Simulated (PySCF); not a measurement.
Level of theory: PBE-D3(BJ)/def2-TZVP // BP86-D3(BJ)/def2-SVP run with PySCF 2.14.0. All species are isolated molecules in the gas phase. One relaxed conformer stands for a flexible species; it need not be the lowest. 

Reference species: [Ti(F)4] (neutral, multiplicity 1).

| Property | Result |
|---|---|
| HOMO | -10.43 eV |
| HOMO–LUMO gap | 6.33 eV |

Changed species: [Ti(F)2(OH)2] (2 of 4 F replaced by OH; the reference has 0 of 4 F replaced by OH).

**Question.** Give the shifts of the HOMO and HOMO–LUMO gap.

**Answer.** the HOMO goes up by 2.17 eV, to -8.26 eV; the HOMO–LUMO gap drops by 1.00 eV, to 5.33 eV.
